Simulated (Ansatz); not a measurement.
`BB(N)C[SiH3]` + `B/C=N/C` → `BC=NB` + `CB(N)C[SiH3]`  (redistribution)

Program: Ansatz. Geometries: PBE0-D4/def2-TZVP. ΔE: electronic, gas phase. CBS: MP2 limit from def2 TZ/QZ plus the TZ coupled-cluster correction, frozen cores. DFT in def2-TZVPP. One conformer a species, not always the lowest.

| species | ωB97X-V energy (Eh) |
| --- | --- |
| `BB(N)C[SiH3]` | -437.45752 |
| `B/C=N/C` | -159.37709 |
| `BC=NB` | -145.53605 |
| `CB(N)C[SiH3]` | -451.37448 |

(1) Work out ΔE.

Largest T1 diagnostic among the species: 0.017.

## Answers

(1) ΔE = (-145.53605) + (-451.37448) − (-437.45752) − (-159.37709) = -0.07592 Eh = -47.6 kcal/mol. CCSD(T)/CBS gives -48.8 kcal/mol.

From BLYP to BHLYP (50 % exact exchange), in def2-TZVPP and without D4, ΔE moves by +2.9 kcal/mol. Leaving LDA and LC-ωPBE aside and taking each functional with its dispersion term where it has one, the values, not all of them listed here, spread over 5.0 kcal/mol, from r2SCAN-D4 to ωB97X-V. LDA lies −4.4 kcal/mol from PBE without D4.
